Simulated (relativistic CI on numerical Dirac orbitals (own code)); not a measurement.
# Tm XII: q coefficients and field-shift factors

Calculated at this level of theory: Dirac-Coulomb-Breit CI, KLI orbitals optimised for each configuration, derivatives by finite differences, unscaled Slater integrals, QED left out (own radial code, finite nucleus).

CI space (outside the closed core [Ar] 3d10 4p6 4d10): 4s2.4f10.5s2, 4s2.4f12, 4s2.4f11.5s, 4s2.4f11.5p, 4s2.4f9.5s2.6s, 4s2.4f10.6s2, 4f12.5s2. The list is cut by size and lacks configurations that can hold low levels.

With x = (α/α₀)² − 1 an excitation energy changes as ω = ω₀ + qx; K = 2q/ω₀ is the relative enhancement. Terms are leading LS components, so labels can repeat. The field-shift factor is F = δν/δ⟨r²⟩ for the transition from the lowest level.

Lowest level 4s2.4f10.5s2 5I_8.

```csv
Level,ω₀ (cm⁻¹),q (cm⁻¹),F (GHz/fm²)
4s2.4f10.5s2 5I_7,7043.4,7107,0.39
4s2.4f10.5s2 5I_6,12032.6,10940,0.62
4s2.4f10.5s2 5I_5,15728.2,13180,0.767
4s2.4f10.5s2 5I_4,18646.1,15310,0.897
4s2.4f10.5s2 5F_5,25349.9,1453,0.473
4s2.4f10.5s2 5S_2,29278.7,3033,0.598
4s2.4f10.5s2 3K_8,29658.0,2889,0.621
4s2.4f10.5s2 5F_4,29902.7,6333,0.733
4s2.4f10.5s2 5F_3,32686.2,8761,0.873
4s2.4f10.5s2 5F_2,33175.8,6800,0.808
4s2.4f10.5s2 5F_1,34928.1,9170,0.929
4s2.4f10.5s2 5G_6,35780.8,2078,0.668
4s2.4f10.5s2 3K_7,36384.1,8983,0.968
4s2.4f10.5s2 3G_5,37125.4,4595,0.796
4s2.4f10.5s2 3G_4,40809.1,4258,0.844
4s2.4f10.5s2 3L_9,40985.0,3761,0.846
4s2.4f10.5s2 3H_6,41295.3,8253,1.01
4s2.4f10.5s2 3K_6,41898.3,12620,1.2
4s2.4f10.5s2 5G_5,42974.5,8960,1.05
4s2.4f10.5s2 5F_2,43126.8,7404,1.01
4s2.4f10.5s2 3H_4,45350.5,6011,0.988
4s2.4f10.5s2 5G_3,45899.1,8181,1.07
4s2.4f10.5s2 5G_2,48161.8,8810,1.14
```

At this charge energies of transitions that change n are usually good to better than 1 %, and those within a shell (Δn = 0) to a few per cent. Terms inside the open d or f shell come out 10 to 20 % too wide with unscaled integrals. Levels and lines within the n = 5 or 6 shells can be off by up to 10 % or somewhat more, and those that change n by about 2 %, since core polarisation is missing.

**Question.** Which transition from the lowest level has the largest |K|?

**Answer.** 4s2.4f10.5s2 5I_7 at 7043.4 cm⁻¹, K = 2.02.
